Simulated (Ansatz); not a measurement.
Job for Ansatz (an electronic-structure program): R-wB97M-V/def2-TZVPP on CH6GeO2 (SMILES [CH3][GeH]([OH])[OH]), a point of a torsion scan.

Ansatz 0.2 input:
```yaml
crystal:
  periodic: [false, false, false]
  atoms:
    - {symbol: C, position_ang: [-1.31768242, -0.59066877, -0.11678948]}
    - {symbol: Ge, position_ang: [0.33832885, 0.28849202, 0.50076727]}
    - {symbol: O, position_ang: [1.28389630, 0.96574747, -0.82125970]}
    - {symbol: O, position_ang: [-0.08762803, 1.70551961, 1.40631708]}
    - {symbol: H, position_ang: [-1.12932004, -1.58944874, -0.49942715]}
    - {symbol: H, position_ang: [-1.77521164, 0.00655837, -0.90107696]}
    - {symbol: H, position_ang: [-2.01739233, -0.66613922, 0.70823821]}
    - {symbol: H, position_ang: [1.26584492, -0.56659138, 1.34610368]}
    - {symbol: H, position_ang: [1.59051517, 0.36565129, -1.49508118]}
    - {symbol: H, position_ang: [0.42797912, 2.47827951, 1.18347630]}
basis:
  gaussian:
    orbitals: def2-TZVPP
hamiltonian:
  xc: {name: wB97M-V}
scf: {lower_state_search: off}
```

Problem. Predict the final total energy.

Solution. -2269.1213 hartree.

Problem. How many basis functions does it have, and what does it roughly cost on one machine?

Solution. 225 functions; about 7 core-seconds (a rough figure).
